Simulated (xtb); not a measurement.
CeO2 (SMILES [O]=[Ce]=[O]), singlet, geometry from GFN2-xTB (such geometries of metal compounds can be far from the true shape). Base run: GFN2-xTB run with xtb 6.7.1.

Input for xtb:
```
$ xtb mol.xyz --gfn 2 --json

# file mol.xyz
3

Ce    -0.16924966     0.08770245    -0.18012469
O      1.87597302    -0.06772443    -0.41145043
O     -0.64891296    -0.56811834     1.71735447
```

Each row names what was changed in the base input (with any setting that the change needs).

```tsv
change	ΔE vs base (mEh)	HOMO-LUMO gap (eV)	dipole (D)	G_solv (kcal/mol)	SCF cycles
base	0.000	2.15	6.96	-	90
gbsa = methanol	-4.158	2.18	7.11	-2.82	62
file = coord	0.000	2.15	6.96	-	90
alpb = thf	-2.472	2.17	7.06	-1.66	75
etemp = 3000	?	2.17	?	-	56
alpb = methanol	-3.196	2.18	7.11	-2.24	79
acc = 1000	0.346	2.08	6.94	-	72
etemp = 10000	?	?	?	-	40
```

Question: Fill in the missing entries.

Answer: 
- etemp = 3000, ΔE vs base (mEh): -17.025
- etemp = 3000, dipole (D): 6.78
- etemp = 10000, ΔE vs base (mEh): -124.8
- etemp = 10000, HOMO-LUMO gap (eV): 2.86
- etemp = 10000, dipole (D): 5.48

ALPB and GBSA are two models with their own fitted parameters for each solvent, which aren't always the measured dielectric constant.
